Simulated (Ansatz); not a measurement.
Coupled-cluster run, `O[SiH](F)[SiH2]S`.

```yaml
crystal:
  periodic: [false, false, false]
  atoms:
    - {symbol: O, position_ang: [1.390204, 1.350972, 0.710235]}
    - {symbol: Si, position_ang: [1.295559, -0.122969, 0.013014]}
    - {symbol: F, position_ang: [1.545432, -0.018299, -1.568191]}
    - {symbol: Si, position_ang: [-0.911714, -0.867667, 0.262093]}
    - {symbol: S, position_ang: [-2.090986, 0.864385, -0.247511]}
    - {symbol: H, position_ang: [0.604859, 1.902031, 0.637303]}
    - {symbol: H, position_ang: [2.399035, -0.931185, 0.575792]}
    - {symbol: H, position_ang: [-1.282351, -2.048549, -0.561190]}
    - {symbol: H, position_ang: [-1.251125, -1.131002, 1.684011]}
    - {symbol: H, position_ang: [-1.615811, 0.950883, -1.502657]}
basis:
  gaussian: {orbitals: def2-TZVPP}
correlation: {method: ccsd_t}
```

```sh
$ ansatz run in.yaml --threads 4 --pin off --events-out ev --progress --plain --max-ram 10444MiB
```

Output of Ansatz, abridged:

```
Functional definition: HF
1519 factors; integrals over basis functions are off by at most 1.0e-3 eV
mean field evaluation 1: about -31366.9296 eV, gradient 4.4e1 eV
mean field evaluation 2: about -31367.2489 eV, gradient 4.4e1 eV
mean field evaluation 4: about -31371.2645 eV, gradient 3.5e0 eV
mean field evaluation 8: about -31371.3432 eV, gradient 3.5e-1 eV
mean field -31371.34365677 eV, -1152.8756151258 hartree, gradient 9.8e-6 eV, S^2 0.000000; 0 other end points of the search recorded, 0 dependent functions left out
17 core orbitals not correlated: weight in the atoms' cores, before any rotation towards them, 1.000 or more for the frozen orbitals, at most 0.000 for the correlated occupied ones
reference -31371.34365677 eV, -1152.8756151258 hartree; 16, 16 occupied and 225, 225 virtual orbitals, 1519 factors
second order -24.74524724 eV of doubles, -0.00000000 eV of singles
cycle   1  -25.33075502 eV  change   -5.9e-1 eV  update   1.1e-1
cycle   2  -25.93539454 eV  change   -6.0e-1 eV  update   3.3e-2
cycle   3  -26.07330839 eV  change   -1.4e-1 eV  update   1.8e-2
cycle   4  -26.05842010 eV  change    1.5e-2 eV  update   3.9e-3
cycle   5  -26.05605244 eV  change    2.4e-3 eV  update   1.8e-3
cycle   6  -26.05671184 eV  change   -6.6e-4 eV  update   5.2e-4
cycle   7  -26.05640672 eV  change    3.1e-4 eV  update   1.9e-4
cycle   8  -26.05633697 eV  change    7.0e-5 eV  update   6.2e-5
cycle   9  -26.05637096 eV  change   -3.4e-5 eV  update   2.6e-5
perturbative correction -0.94576969 eV, -0.0347563951 hartree
Total energy: -31398.34579742 eV, -1153.8679254919 hartree
```

It took 2.9 min on 4 threads of an Arm Neoverse V1 on a shared host, with 5.6 GiB of host memory at the peak.

Correlation energy per correlated electron: -0.844 eV. T1 diagnostic: 0.0126.
